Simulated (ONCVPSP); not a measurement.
**u(r) = r·R(r): atom against pseudo-atom (magnesium (Mg))**

Columns: radius, all-electron u(r) and pseudo u(r) of the 2p shell (level -47.27 eV) of magnesium in the configuration [He] 2s2 2p6 3s1.75 3p0.25; LDA (Perdew-Wang 92), scalar-relativistic, ONCV scheme, ONCVPSP 4.0.1.

| r (bohr) | all-electron | pseudo |
| --- | --- | --- |
| 0.057 | 0.1247 | 0.0422 |
| 0.115 | 0.3669 | 0.1641 |
| 0.172 | 0.6088 | 0.3432 |
| 0.230 | 0.8149 | 0.5584 |
| 0.288 | 0.9678 | 0.7764 |
| 0.345 | 1.0681 | 0.9662 |
| 0.402 | 1.1254 | 1.1123 |
| 0.460 | 1.1483 | 1.2060 |
| 0.518 | 1.1437 | 1.2433 |
| 0.575 | 1.1195 | 1.2325 |
| 0.632 | 1.0814 | 1.1865 |
| 0.690 | 1.0331 | 1.1172 |
| 0.747 | 0.9797 | 1.0391 |
| 0.805 | 0.9219 | 0.9584 |
| 0.862 | 0.8638 | 0.8832 |
| 0.920 | 0.8047 | 0.8131 |
| 0.977 | 0.7478 | 0.7506 |
| 1.035 | 0.6918 | 0.6923 |
| 1.092 | 0.6390 | 0.6390 |
| 1.150 | 0.5880 | 0.5880 |
| 1.208 | 0.5400 | 0.5399 |
| 1.265 | 0.4957 | 0.4957 |
| 1.322 | 0.4544 | 0.4543 |
| 1.380 | 0.4152 | 0.4152 |
| 1.438 | 0.3790 | 0.3790 |
| 1.495 | 0.3461 | 0.3461 |

How many radial nodes do the two functions have?

The all-electron 2p function has n − l − 1 = 0; the pseudo-wave has 0.

At about which radius was the pseudo-wave matched?

1.15 bohr, where the columns begin to agree (steps of 0.06 bohr).

Is the pseudo-wave norm-conserving?

Yes: the ONCV scheme keeps the norm inside the radius equal to the all-electron one, which fixes the energy derivative of the logarithmic derivative at the level.
